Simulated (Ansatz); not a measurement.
Total energies of In14P14H34, a nanocrystal cut from wurtzite InP (hydrogen-capped) from Ansatz at PBE0-D4/def2-TZVP, gas phase (1 Eh = 27.2114 eV = 2625.5 kJ/mol). The reference geometry is relaxed at PBE-D4/def2-SVP.

```xyz
62

P    -2.370   -2.695   -4.002
In   -4.561   -1.740   -2.796
In   -2.468    1.788   -4.448
P    -3.251    0.456   -2.311
In   -0.276   -3.395   -2.621
P    -1.587   -4.533   -0.637
In    1.328    0.065   -3.621
P     0.011    2.258   -3.640
P     0.491   -1.216   -1.553
In   -1.450    0.114   -0.534
In   -1.387   -3.605    1.803
P    -2.425   -1.272    1.454
In    0.156    3.746   -1.545
P    -0.669    2.335    0.425
In   -2.771    3.714    1.117
In   -2.463   -0.096    3.757
P    -3.422    2.273    3.282
P     3.770    0.685   -2.841
In    2.361   -1.694    0.169
P     1.082   -2.937    2.101
In    4.291    1.870   -0.554
P     2.749    3.930   -1.054
P     3.055    0.537    1.221
In    1.171    2.008    2.195
In    1.202   -1.864    4.453
P     0.064    0.398    3.959
In    5.032    0.241    2.901
P     3.728   -1.285    4.678
H    -2.635   -3.748   -4.936
H    -1.913   -1.711   -4.938
H    -5.770   -1.519   -4.025
H    -4.697   -2.732   -1.363
H    -2.301    0.585   -5.704
H    -3.322    3.299   -4.515
H    -4.150    1.324   -1.610
H     0.850   -4.493   -3.356
H    -2.982   -4.446   -0.946
H    -1.454   -5.959   -0.653
H     1.385   -0.841   -5.109
H     0.619    3.022   -4.692
H    -2.075   -4.670    2.990
H    -3.788   -1.547    1.108
H    -0.489    5.352   -1.732
H    -4.064    3.334    0.009
H    -2.298    5.269    1.735
H    -3.223   -0.977    5.049
H    -4.840    2.188    3.468
H    -3.133    3.003    4.480
H     4.443    1.396   -3.884
H     4.556   -0.509   -2.895
H     3.652   -2.687   -0.458
H     1.749   -4.195    2.278
H     5.973    2.290   -0.405
H     3.379    4.735   -2.056
H     2.917    4.835    0.041
H     1.738    3.475    2.951
H     0.538   -2.801    5.760
H     0.151    1.084    5.216
H     6.214   -0.832    2.207
H     5.292    1.739    3.747
H     4.387   -2.544    4.860
H     3.902   -0.803    6.016
```

```
                 state   geometry  energy (Eh)
      charge 0 singlet  reference  -7460.40583
      charge 1 doublet  reference  -7460.13200
     charge -1 doublet  reference  -7460.44307
 free P atom (quartet)          –   -341.13505
free In atom (doublet)          –   -190.11398
 free H atom (doublet)          –     -0.50104
```

In the def2 sets In takes a core potential; there is no spin–orbit coupling. Single mean-field runs in def2-TZVP are fitted with def2-universal-jkfit.

Question: Work out the vertical ionisation energy to the doublet.

Answer: E(charge 1 doublet) − E(charge 0 singlet) = -7460.13200 − (-7460.40583) = 0.27383 Eh = 7.45 eV. For comparison, −ε of the highest occupied level is 6.56 eV at this level, 0.89 eV less.

Question: Work out the vertical electron affinity, to the doublet.

Answer: E(charge 0 singlet) − E(charge -1 doublet) = -7460.40583 − (-7460.44307) = 0.03724 Eh = 1.01 eV. The basis lacks diffuse functions, which makes affinities too small.

Question: Give the fundamental gap IE − EA, the Mulliken electronegativity (IE + EA)/2 and the hardness (IE − EA)/2.

Answer: From the values in Eh: IE − EA = 0.27383 − 0.03724 = 0.23659 Eh = 6.44 eV; (IE + EA)/2 = 4.23 eV; (IE − EA)/2 = 3.22 eV. The HOMO–LUMO gap of the same run is 4.82 eV, 1.62 eV smaller than the fundamental gap.

Question: What is the binding energy per atom against free atoms?

Answer: Atoms: 14 × (-341.13505) + 14 × (-190.11398) + 34 × (-0.50104) = -7454.52178 Eh. Binding: -7454.52178 − (-7460.40583) = 5.88405 Eh = 160.11 eV, or 2.58 eV for each of 62 atoms (no zero-point energy, no counterpoise term).
